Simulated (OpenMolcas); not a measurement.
Yb3+: ligand-field states by method

Yb3+ with 6 ligands (fluoride) in tetragonal octahedral coordination (D4h) at 2.18 Å, the axial distance 2.420 Å. A charge of +0.5 e stands 2.6 Å behind each ligand. Ligand basis ANO-RCC-VDZP.
```
Yb    0.0000    0.0000    0.0000
F     2.1800    0.0000    0.0000
F     0.0000    2.1800    0.0000
F    -2.1800    0.0000    0.0000
F     0.0000   -2.1800    0.0000
F     0.0000    0.0000    2.4198
F     0.0000    0.0000   -2.4198
```

```yaml
Program: OpenMolcas 26.06
Basis: ANO-RCC-VDZP [7s6p4d2f1g]
Scalar_Hamiltonian: DKH2, point nucleus
Active_space: 13 electrons in 7 orbitals (4f)
State_averaging: 2S+1 = 2 odd, 7 roots
Spin-orbit_coupling: RASSI with atomic mean-field integrals over the reference wave functions
```

I. CASSCF
II. SS-CASPT2, IPEA 0.25 Eh, imaginary shift 0.1 Eh (closed shells correlated: 5s 5p and the ligand valence shells)

Spin-free states (labels of D4, the rotations of D4h) in cm-1, each column counted from its own energy of the first state listed:

| State | Degeneracy | I | II |
| --- | --- | --- | --- |
| 2E | 2 | 0 | 0 |
| 2A2 | 1 | 475 | 630 |
| 2B2 | 1 | 509 | 790 |
| 2E | 2 | 602 | 820 |
| 2B1 | 1 | 710 | 1120 |

From I to II, I's first state of the same spin (2A2) moves from 475 to 630 cm-1, by about +160 cm-1.

With spin-orbit coupling the lowest J multiplet is 624 (I), 934 (II) cm-1 wide, a factor of 1.50 from I to II.

χT at 300 K: I 2.35, II 2.21 cm3 K/mol.

Over all roots computed the reference weight is 0.69 in II; a low but even weight reflects the number of correlated electrons. Without dynamic correlation the ligand-field splitting of an f shell can come out too small, at times by half (holds for I). Splittings of an f shell from a small cluster at a set distance can be off by tens of per cent, mostly too small (holds for II). No measured value stands beside these numbers; the geometry is a model, was not optimised and need not be the one that this ion takes.
